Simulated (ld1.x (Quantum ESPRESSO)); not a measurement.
**Reading a pseudo-wave (phosphorus (P))**

Columns: radius, all-electron u(r) and pseudo u(r) of the 3p shell (level -6.16 eV) of phosphorus in the configuration [Ne] 3s1 3p4; LDA (PZ), non-relativistic, TM scheme, ld1.x (Quantum ESPRESSO) 7.5.

| r (bohr) | all-electron | pseudo |
| --- | --- | --- |
| 0.085 | 0.1090 | -0.0041 |
| 0.170 | 0.2423 | -0.0164 |
| 0.255 | 0.3049 | -0.0365 |
| 0.340 | 0.2976 | -0.0640 |
| 0.425 | 0.2411 | -0.0982 |
| 0.510 | 0.1553 | -0.1384 |
| 0.595 | 0.0551 | -0.1836 |
| 0.680 | -0.0492 | -0.2327 |
| 0.765 | -0.1510 | -0.2845 |
| 0.850 | -0.2462 | -0.3379 |
| 0.935 | -0.3323 | -0.3913 |
| 1.020 | -0.4084 | -0.4435 |
| 1.105 | -0.4741 | -0.4930 |
| 1.190 | -0.5296 | -0.5385 |
| 1.275 | -0.5754 | -0.5788 |
| 1.360 | -0.6120 | -0.6130 |
| 1.445 | -0.6404 | -0.6406 |
| 1.530 | -0.6612 | -0.6612 |
| 1.615 | -0.6754 | -0.6754 |
| 1.700 | -0.6837 | -0.6837 |
| 1.785 | -0.6868 | -0.6868 |
| 1.870 | -0.6856 | -0.6856 |
| 1.955 | -0.6806 | -0.6806 |
| 2.040 | -0.6725 | -0.6725 |
| 2.125 | -0.6618 | -0.6618 |
| 2.210 | -0.6489 | -0.6489 |

Task: How many radial nodes do the two functions have?

Result: The all-electron 3p function has n − l − 1 = 1; the pseudo-wave has 0, since the states of the same l below it are removed with the core.

Task: At about which radius was the pseudo-wave matched?

Result: 1.65 bohr. The columns agree to 0.0005 from 1.45 bohr on; several derivatives are matched, so the curves merge somewhat inside the radius.

Task: Where does each function peak?

Result: Outermost all-electron maximum near 1.78 bohr, pseudo maximum near 1.78 bohr (to the table’s step).

Task: Is the pseudo-wave norm-conserving?

Result: Yes: the TM scheme keeps the norm inside the radius equal to the all-electron one, which fixes the energy derivative of the logarithmic derivative at the level.
